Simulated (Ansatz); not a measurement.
`N[Si](N)([AlH2])[SiH3]`, charge 0, multiplicity 1.

Task: Give a relaxed structure at PBE0-D4/def2-TZVP (the Gaussian-basis code of Ansatz). (An estimate is asked.)

Result: The calculation gave: 
Z-matrix (Å, degrees):
```
Si
N 1 1.724
Al 1 2.475 2 105.8
N 1 1.731 2 106.9 3 -127.1
Si 1 2.362 2 114.3 3 119.1
H 2 1.006 1 120.8 3 -21.3
H 2 1.008 1 121.4 3 -172.3
H 3 1.597 1 121.8 2 11.9
H 3 1.594 1 120.8 2 -169.2
H 4 1.008 1 120.1 2 62.2
H 4 1.007 1 120.0 2 -152.9
H 5 1.493 1 109.7 2 -75.1
H 5 1.493 1 112.3 2 165.9
H 5 1.492 1 112.3 2 44.4
```
This is one stationary point; other conformers may exist.
